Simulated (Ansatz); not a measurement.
BSiN2H5 (SMILES N[SiH]1BN1): name the method

BSiN2H5: 9 atoms, total charge 0, spin state singlet. SMILES: `N[SiH]1BN1`. The shape is that of a PBE0-D4/def2-TZVP optimisation. This is one conformer, not always the lowest.

```xyz
9

N    -0.6378    1.5881    0.2182
Si    0.2589    0.1755    0.5305
B    -0.2339   -1.6258    0.1102
N     0.6505   -0.9716   -0.7384
H    -0.2213    2.5033    0.2129
H    -1.5618    1.5773   -0.1773
H     1.4412    0.6209    1.3052
H    -0.7413   -2.7024    0.1144
H     1.1340   -1.2116   -1.5929
```

A calculation with Ansatz 0.2.0 gave:

```yaml
total_energy: -423.1614 Eh
HOMO_energy: -9.26 eV
LUMO_energy: 4.26 eV
HOMO–LUMO_gap: 13.51 eV
```

Problem. Which of these levels gave the numbers?
A. revPBE/cc-pVDZ
B. PBE-QIDH/cc-pVDZ
C. B2PLYP/cc-pVDZ
D. HF/3-21G

Solution. D. The others give -426.7727 Eh (revPBE/cc-pVDZ), -426.4449 Eh (PBE-QIDH/cc-pVDZ), -426.6040 Eh (B2PLYP/cc-pVDZ).
